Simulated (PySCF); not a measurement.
Computed IR spectrum (relative IR intensity) of a molecule C2H10Si2. Geometry optimised at B3LYP-D3(BJ)/def2-SVP. Other conformers were not sampled. All values below come from B3LYP-D3(BJ)/def2-SVP in PySCF. Frequencies are harmonic and unscaled.

ν (cm⁻¹): 519 (vw), 637 (w), 698 (w), 740 (w), 927 (vs), 953 (m), 958 (m), 1086 (w), 1162 (vw), 2210 (m), 2213 (vs), 3027 (vw), 3079 (vw) (against the strongest line: vs over 80 %, s over 45 %, m over 15 %, w over 4 %, vw less)

Problem. Which structure fits?
(A) C[SiH2][SiH2]C
(B) C[SiH](C)[SiH3]
(C) [SiH3]CC[SiH3]
(D) CC[SiH2][SiH3]

Solution. C, [SiH3]CC[SiH3]
